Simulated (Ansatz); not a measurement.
Mulliken charges of `[BH]1[O][GeH2]1` from B3LYP/def2-TZVPP in Ansatz (PBE0-D4/def2-TZVP geometry).

```csv
atom,x (Å),y (Å),z (Å),charge (e)
B1,-0.518,-1.049,-0.273,0.104
O2,0.613,-0.993,0.356,-0.287
Ge3,0.028,0.870,-0.019,0.139
H4,-1.275,-1.875,-0.674,0.041
H5,1.207,1.463,-0.810,0.002
H6,-0.012,1.520,1.374,0.002
```

**Question.** By hand: the dipole of these point charges (1 e Å = 4.8032 D).

**Answer.** Σ q r = (-0.276, 0.226, -0.160) e Å, of length 0.391 e Å = 1.88 D.

**Question.** How does the dipole of the full density compare? (Best estimate.)

**Answer.** Ansatz gave: (-0.220, 0.203, -0.128) e Å, 1.56 D; the point charges give 1.21 times that, at 3° from its direction.

Point charges leave out the atoms' own dipoles, such as those of lone pairs, and Mulliken's split depends on the basis, so the two needn't agree.

B3LYP here is the variant with VWN-RPA as its local correlation; programs differ in this.
